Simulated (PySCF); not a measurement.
Levels of Bi⁴⁶⁺ from EOM-EA-GCCSD

Reference: closed-shell Bi⁴⁷⁺, [Kr]; one electron is added. Calculated with PySCF 2.14, two-component X2C-1e with screened spin-orbit coupling, an uncontracted even-tempered set (18 s from 2.8 bohr⁻², ratio 2.6; 16 p from 3.6 bohr⁻², ratio 2.6; 11 d from 3.6 bohr⁻², ratio 2.6; 5 f from 3.7 bohr⁻², ratio 2.8); frozen [Ar] 3d10; the 114 highest virtual spinors dropped; of the others 74 kept and the rest restored at second order. No Breit or QED terms. Binding energies in eV.

```tsv
level	Koopmans	second order	EOM-CCSD
4d3/2	2386.0	2387.8	2387.7
4d5/2	2349.6	2351.3	2351.2
```

For comparison, the ionisation energy of Bi⁴⁶⁺ is 2385 ± 4 eV (theoretical estimate listed by NIST; NIST Atomic Spectra Database, ionization energies).
